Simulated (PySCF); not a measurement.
## Radial density of Sm⁺ (samarium, charge +1)

UHF, [Xe] 4f6 6p1, one real determinant (an excited configuration). All numbers are calculated (PySCF 2.14, scalar relativity by spin-free X2C-1e, in cc-pVDZ-X2C (8s7p5d3f1g, 84 functions)).

| r (bohr) | 4πr²ρ (e/bohr) | 4πr²(ρα − ρβ) |
| --- | --- | --- |
| 0.0181 | 81.84 | 0.0037 |
| 0.0304 | 71.86 | 0.0090 |
| 0.0511 | 95.58 | 0.0157 |
| 0.0859 | 102.1 | 0.0074 |
| 0.144 | 82.95 | 0.1610 |
| 0.243 | 83.16 | 1.2660 |
| 0.409 | 38.10 | 4.7070 |
| 0.688 | 36.98 | 6.3843 |
| 1.16 | 11.92 | 3.4301 |
| 1.95 | 4.558 | 0.5157 |
| 3.27 | 0.4273 | 0.1654 |
| 5.50 | 0.2046 | 0.2032 |
| 9.26 | 0.02588 | 0.0259 |
| 15.6 | 2.007e-05 | 0.0000 |

Densities and radii are taken from the X2C orbitals without a picture-change correction, which distorts them close to the nucleus.

⟨L²⟩ = 14.01 against 20 for a pure G term, so this real determinant mixes terms. Spin-orbit coupling, absent here, splits the open shell strongly.
